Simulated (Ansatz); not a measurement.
```yaml
atoms:
  - { symbol: Al, position_ang: [0.0000, 0.0000, -0.9823] }
  - { symbol: N, position_ang: [0.0000, 0.0000, 0.9823] }
```

Basis set: 6-31G (spherical functions). Left uncorrelated: 6 orbitals. Charge 0, multiplicity 3.

Computed with Ansatz (development build ahead of 0.2.0); the reference of a correlated method needn't be the lowest determinant of its kind.

Problem. Give the atomization energy at this shape (free ground-state atoms in the same class of orbitals less the molecule, no zero-point energy) of triplet AlN by UHF-BCCD(T), UHF-CCSD(T).

Solution.

```json
{"method": "UHF-BCCD(T)", "atomization energy": "32.53 kcal/mol"}
{"method": "UHF-CCSD(T)", "atomization energy": "32.52 kcal/mol"}
```

Caution: the reference determinant was not shown to be the lowest.

This basis has no polarisation functions and is too small for such energies, which can lie far from measured ones in either direction.
